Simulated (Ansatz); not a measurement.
Computed with Ansatz.

A structure relaxed at PBE0-D4/def2-TZVP, charge 0, multiplicity 1:

Cartesian coordinates in Å:
```
F -0.3586 2.3699 1.6640
C -0.3139 1.0266 1.3048
Si 0.1705 0.8281 -0.5205
B 0.2476 -1.1037 -1.0781
S -0.1099 -2.3594 0.1080
H 0.4056 0.5244 1.9609
H -1.2996 0.5905 1.5012
H -0.8233 1.5486 -1.3650
H 1.5025 1.4593 -0.7382
H 0.5304 -1.4188 -2.1934
H 0.0488 -3.4654 -0.6436
```

Question: Give its formula and SMILES.

Answer: CH6BFSSi, `FC[SiH2]BS`.

Question: Point group (tolerance 0.08 Å, 0.16 Å for H)?

Answer: Cs.

Question: Summarise the bond lengths by kind.

Answer: 1 × C–F 1.391 Å; 1 × C–Si 1.899 Å; 2 × C–H 1.096 Å; 1 × B–Si 2.012 Å; 2 × H–Si 1.490 Å; 1 × B–S 1.764 Å; 1 × B–H 1.193 Å; 1 × H–S 1.347 Å.
